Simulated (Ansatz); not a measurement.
BFH4OSSi, SMILES `FB(S)O[SiH3]`. Charge 0, multiplicity 1. The geometry is a stationary point of PBE0-D4/def2-TZVP. It is one conformer, not always the lowest.

```xyz
9

F    -1.606    0.864   -0.155
B    -0.336    0.875   -0.561
S     0.239    2.150   -1.711
O     0.534   -0.051   -0.127
Si    0.520   -1.367    0.878
H    -0.950    2.766   -1.809
H    -0.829   -1.571    1.459
H     0.919   -2.547    0.076
H     1.510   -1.120    1.952
```

Problem. What is the dipole moment at r2SCAN/def2-TZVPP? (An estimate is asked.)

Solution. Computed: 0.72 D, with components (-0.22, -0.51, 0.46) D in this frame, pointing from negative to positive charge.

Problem. And with PBE, B3LYP, ωB97M-V? (Estimate.)

Solution. The calculation gave: PBE 0.70 D, B3LYP 0.73 D, ωB97M-V 0.74 D.

Problem. Give the Mulliken charges with r2SCAN, PBE, ωB97M-V in def2-TZVPP. (Estimate.)

Solution. Computed: 
| atom | r2SCAN | PBE | ωB97M-V |
| --- | --- | --- | --- |
| F1 | -0.27 | -0.21 | -0.24 |
| B2 | 0.47 | 0.36 | 0.40 |
| S3 | -0.18 | -0.20 | -0.18 |
| O4 | -0.37 | -0.25 | -0.33 |
| Si5 | 0.42 | 0.33 | 0.29 |
| H6 | 0.11 | 0.12 | 0.12 |
| H7 | -0.06 | -0.05 | -0.02 |
| H8 | -0.07 | -0.05 | -0.02 |
| H9 | -0.07 | -0.05 | -0.02 |

B3LYP here is the variant with VWN-RPA as its local correlation; programs differ in this.
